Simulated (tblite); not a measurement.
C5H7F3N2.
SMILES with atom numbers: `[CH2:1]=[CH:2][N:3]([CH3:4])/[N:5]=[CH:6]/[C:7]([F:8])([F:9])[F:10]` (hydrogens: H11, H12 on C1; H13 on C2; H14, H15, H16 on C4; H17 on C6)

A start from a force field or distance geometry was refined with GFN2-xTB geometry optimisation, gas phase in tblite. Values at the start:

```csv
coordinate,start
C1=C2,1.304 Å
C1–H11,1.110 Å
C1–H12,1.079 Å
C2–N3,1.456 Å
C2–H13,1.064 Å
N3–C4,1.444 Å
N3–N5,1.411 Å
C4–H14,1.113 Å
C4–H15,1.108 Å
N5=C6,1.302 Å
C6–C7,1.489 Å
C6–H17,1.093 Å
C7–F8,1.396 Å
C1–C2–N3,120.4°
C2–N3–C4,121.3°
C2–N3–N5,117.4°
N3–N5–C6,117.4°
N5–C6–C7,120.0°
C6–C7–F8,105.9°
C6–C7–F9,114.6°
F8–C7–F9,110.3°
```

How do these coordinates change at the GFN2-xTB level?

```
coordinate  GFN2-xTB (Å or °)  change
     N3–N5              1.307  -0.104
     C2–N3              1.386  -0.070
     C7–F8              1.344  -0.052
    C1–H11              1.074  -0.036
    C4–H14              1.083  -0.030
     N5=C6              1.276  -0.026
     C1=C2              1.326  +0.022
    C2–H13              1.080  +0.016
    C4–H15              1.093  -0.015
    C6–H17              1.087  -0.006
     C6–C7              1.494  +0.005
    C1–H12              1.075  -0.004
     N3–C4              1.446  +0.002
  C1–C2–N3              127.8    +7.4
  N3–N5–C6              124.8    +7.4
  C6–C7–F8              111.0    +5.1
  F8–C7–F9              106.4    -3.9
  N5–C6–C7              117.1    -2.9
  C2–N3–N5              114.8    -2.6
  C2–N3–C4              123.4    +2.1
  C6–C7–F9              113.4    -1.2
```

The energy falls by 32.9 kcal/mol over 116 L-BFGS steps, the largest force on an atom goes from 2.41 to 0.010 eV/Å, and the atoms move by 0.866 Å rms after alignment. The bond that changes most is N3–N5 (ends: nitrogen bonded to 2 C and N; C=N nitrogen), which shortens by 0.104 Å. Bonds longer at the end by more than 0.005 Å: 2 of 16; shorter: 11. Among the dihedrals that turn most is C1–C2–N3–N5, from -90° to 178°. Rotational constants go from 2667, 608.4, 562.5 to 3218, 596.2, 553.0 MHz.

GFN2-xTB frequencies show an imaginary mode (28i cm⁻¹), so the point is no minimum at that level. 2 starts were optimised and ended at 0.00 and 3.58 kcal/mol (GFN2-xTB); the lowest of these is shown.

These are computed values.
